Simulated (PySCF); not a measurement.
# SiPb⁻: from constants to spectrum

M06-2X constants of SiPb⁻, ²Π (doublet), unpaired electrons π ↑ (PySCF, scalar-relativistic core potentials, basis sets Si def2-SVPD, Pb def2-SVPD with ECP60; masses 27.9769 and 207.9766 u):

| Item | Value |
| --- | --- |
| ωe | 371.1 cm⁻¹ |
| ωexe | 0.911 cm⁻¹ |
| Be | 0.11254 cm⁻¹ |
| αe | 0.000392 cm⁻¹ |
| D (centrifugal) | 4.14e-08 cm⁻¹ |

Problem. Give the vibrational terms G(v) and spacings up to v = 6.

Solution. G(v) = ωe(v+½) − ωexe(v+½)².

| v | G(v) (cm⁻¹) | G(v) − G(v−1) | Bv (cm⁻¹) |
| --- | --- | --- | --- |
| 0 | 185.3 |  | 0.1123 |
| 1 | 554.6 | 369.3 | 0.1120 |
| 2 | 922.1 | 367.5 | 0.1116 |
| 3 | 1287.7 | 365.6 | 0.1112 |
| 4 | 1651.5 | 363.8 | 0.1108 |
| 5 | 2013.5 | 362.0 | 0.1104 |
| 6 | 2373.7 | 360.2 | 0.1100 |

These are scalar-relativistic numbers at best; spin–orbit coupling would shift them, the dissociation energy most. The state is the lowest determinant that a PBE0 search found; another state may lie lower at other levels.
